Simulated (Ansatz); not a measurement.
The same path of ClH₅OW (8 atoms, charge 0, multiplicity 1) was run twice with different band settings.

The calculation used Ansatz, RKS PBE-D4/def2-SVP.

Relaxed end points:

```xyz
8
Properties=species:S:1:pos:R:3
W -0.078 -0.004 0.582
Cl 1.155 -0.018 2.535
H 1.457 0.011 -0.118
H 0.287 1.432 -0.209
O -1.905 -0.052 -0.025
H -2.564 -0.065 0.705
H 0.328 -1.425 -0.211
H 0.044 -0.005 -1.093
```

```xyz
8
Properties=species:S:1:pos:R:3
W -0.005 0.030 0.263
Cl 0.933 -0.731 2.295
H 1.088 1.237 0.682
H 0.508 1.074 -0.982
O -1.767 0.474 0.605
H -2.509 -0.161 0.694
H 0.514 -1.548 -0.037
H -0.039 -0.501 -1.355
```

Common settings: climbing image yes; spring 5.0 eV/Å²; optimiser quadratic models (default); start path through a guess of the saddle point; force threshold 0.03 eV/Å; end points relaxed.

| run | movable images | iteration limit |
| --- | --- | --- |
| 1 | 7 | 49 |
| 2 | 2 | 60 |

Problem. What does each run give, and how far can it be trusted?

Solution. Run 1: converged after 14 iterations, highest image 0.014 eV above the first end. Beside the main top the profile has a ripple of under 15 meV (maxima at images 1, 6), which may be a very shallow well or noise. A vibrational analysis at the climbing image gives one clearly imaginary mode, 302i cm⁻¹: a first-order saddle point.
Run 2: converged after 14 iterations, highest image 0.014 eV above the first end. Another band between the same ends (7 images) ends at a top of the same energy, where a vibrational analysis finds 1 clearly imaginary mode. So few images can step over the top or miss a turn of the path.
